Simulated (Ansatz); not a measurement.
`FC[SiH](F)[AlH2]` + `C=C=N` → `C=C=[N][AlH2]` + `FC[SiH2]F` at 400 K and 1 bar (cleavage of the Al–Si bond).

Computed with Ansatz on PBE0-D4/def2-TZVP structures; ΔE is electronic, products minus reactants. CCSD(T)/CBS is the MP2 limit (def2-TZVPP, def2-QZVPP) plus CCSD(T) − MP2 in def2-TZVPP, frozen cores. This one scheme is used for every species. Each species was taken in one conformer, which may not be the lowest.

```tsv
species	CCSD(T)/CBS energy (Eh)	H − E (kJ/mol)	S (J/(mol·K))
`FC[SiH](F)[AlH2]`	-771.76241	181.0	414.7
`C=C=N`	-132.55079	133.3	267.3
`C=C=[N][AlH2]`	-375.19639	153.5	333.0
`FC[SiH2]F`	-529.16787	155.7	335.0
```

H − E and S are ideal-gas, rigid-rotor, harmonic terms from PBE0-D4/def2-TZVP, for one conformer and one mirror image of each species. 1 Eh = 2625.50 kJ/mol, R = 8.31446 J/(mol·K).

Problem. By hand: ΔE, ΔH, ΔS and ΔG.

Solution. ΔE = (-375.19639) + (-529.16787) − (-771.76241) − (-132.55079) = -0.05106 Eh = -134.1 kJ/mol. Δ(H − E) = 153.5 + 155.7 − 181.0 − 133.3 = -5.1, so ΔH = -139.2 kJ/mol. ΔS = 333.0 + 335.0 − 414.7 − 267.3 = -14.0 J/(mol·K). ΔG = -139.2 − 400 × (-14.0)/1000 = -133.6 kJ/mol.

Problem. By hand: the equilibrium constant, and the temperature at which ΔG would vanish if ΔH and ΔS stayed fixed.

Solution. log₁₀ K = −ΔG/(RT ln 10) = 17.4. ΔG = 0 at ΔH/ΔS = 9943 K, far beyond where these terms or the molecules hold.

The number of gas molecules stays the same, so ΔS is small and ΔH decides. A doubt of 5 kJ/mol in ΔE shifts log₁₀ K by 0.7 here. Other conformers and mirror images would add mixing entropy, several J/(mol·K) or more a flexible species. These are equilibria of isolated gas molecules and say nothing of rates. Largest T1 diagnostic: 0.015 (customary marks: 0.02 for closed shells, 0.045 for open ones).
